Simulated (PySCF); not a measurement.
A species of formula C3H8O2SSi has this rotational fingerprint, computed with PBE0/def2-SVPD in PySCF (dipole) on a GFN2-xTB geometry, gas phase:

```
Rotational constants : A = 4009, B = 1104, C = 953.5 MHz
Dipole components    : |μa| = 1.42 D, |μb| = 0.76 D, |μc| = 0.09 D
Inertial defect      : -53.88 u·Å²
κ                    : -0.90
```

Question: Which structure is it? (One computed conformer of each.)
A. `[SH:1][CH:2]1[CH2:3][O:4][SiH2:5][O:6][CH2:7]1` with H–S1–C2–C3 -63°, S1–C2–C3–O4 70°, C2–C3–O4–Si5 39°, C3–O4–Si5–O6 -20°, O4–Si5–O6–C7 20°
B. `[CH3:1][O:2][C:3](=[S:4])[CH2:5][O:6][SiH3:7]` with C1–O2–C3–S4 -1°, O2–C3–C5–O6 -12°, C3–C5–O6–Si7 164°
C. `[CH3:1][O:2][Si@@H:3]([SH:4])[CH2:5][CH:6]=[O:7]` with C1–O2–Si3–S4 50°, O2–Si3–S4–H 170°, O2–Si3–C5–C6 176°, Si3–C5–C6–O7 10°
D. `[SH:1][CH2:2][C@@H:3]1[CH2:4][O:5][SiH2:6][O:7]1` with H–S1–C2–C3 -48°, S1–C2–C3–C4 180°, C2–C3–C4–O5 -96°, C3–C4–O5–Si6 -19°, C4–O5–Si6–O7 7°, O5–Si6–O7–C3 9°

Answer: D. It is SC[C@@H]1CO[SiH2]O1, a near-prolate asymmetric top, point group C1. The candidates at the same level (rigid rotor, commonest isotopes):

```tsv
SMILES	A (MHz)	B (MHz)	C (MHz)	μa (D)	μb (D)	μc (D)	Δ (u·Å²)	point group	rotor
COC(=S)CO[SiH3]	3769	842.1	701.2	1.09	1.32	0.35	-13.57	C1	near-prolate asymmetric top
CO[Si@@H](S)CC=O	2680	1239	915.1	0.40	2.46	0.78	-44.27	C1	asymmetric top
SC1CO[SiH2]OC1	2915	1495	1336	0.47	0.00	1.99	-133.07	Cs	asymmetric top
SC[C@@H]1CO[SiH2]O1	4009	1104	953.5	1.42	0.76	0.09	-53.88	C1	near-prolate asymmetric top
```

`SC1CO[SiH2]OC1` has C 40 % too high; `CO[Si@@H](S)CC=O` has A 33 % too low; `COC(=S)CO[SiH3]` has C 26 % too low. No structure here is proved a minimum.
